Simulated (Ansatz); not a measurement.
System: [amino(methyl)boranyl]methane, C₂H₈BN (charge 0, singlet). 
Structure (B3LYP-D3(BJ)/def2-TZVP (Ansatz, a program for electronic structure) minimum search):
```xyz
12

B     -0.0174     0.0500    -0.0002
C      1.5368    -0.2365    -0.0033
C     -1.0582    -1.1392     0.0088
N     -0.4775     1.3726    -0.0054
H      1.8221    -0.8299     0.8713
H      1.8170    -0.8386    -0.8737
H      2.1570     0.6634    -0.0096
H     -2.1030    -0.8186     0.0102
H     -0.9115    -1.7877    -0.8610
H     -0.9064    -1.7791     0.8840
H      0.1368     2.1701    -0.0112
H     -1.4541     1.6167    -0.0038
```
Charge 0, spin multiplicity 1.

Quantity: vertical triplet-singlet gap (E(triplet) - E(singlet); each state is the SCF solution reached for its spin), in kcal/mol. Valence correlation only, unless marked. Open shells are spin-unrestricted. Spin-orbit coupling is left out. No relativistic terms. 

```json
[
 {"level": "PBE/def2-TZVPD", "program": "Ansatz", "vertical triplet-singlet gap (kcal/mol)": "147.4"},
 {"level": "r2SCAN/def2-TZVPD", "program": "Ansatz", "vertical triplet-singlet gap (kcal/mol)": "150.6"},
 {"level": "B3LYP/def2-TZVPD", "program": "Ansatz", "vertical triplet-singlet gap (kcal/mol)": "153.0"},
 {"level": "PBE0/def2-TZVPD", "program": "Ansatz", "vertical triplet-singlet gap (kcal/mol)": "152.3"},
 {"level": "CAM-B3LYP/def2-TZVPD", "program": "Ansatz", "vertical triplet-singlet gap (kcal/mol)": "157.1"},
 {"level": "wB97M-V/def2-TZVPD", "program": "Ansatz", "vertical triplet-singlet gap (kcal/mol)": "160.0"},
 {"level": "MP2/aug-cc-pVDZ", "program": "Ansatz", "vertical triplet-singlet gap (kcal/mol)": "159.3"},
 {"level": "CCSD/aug-cc-pVDZ", "program": "Ansatz", "vertical triplet-singlet gap (kcal/mol)": "153.5"},
 {"level": "CCSD(T)/aug-cc-pVDZ", "program": "Ansatz", "vertical triplet-singlet gap (kcal/mol)": "154.6"}
]
```
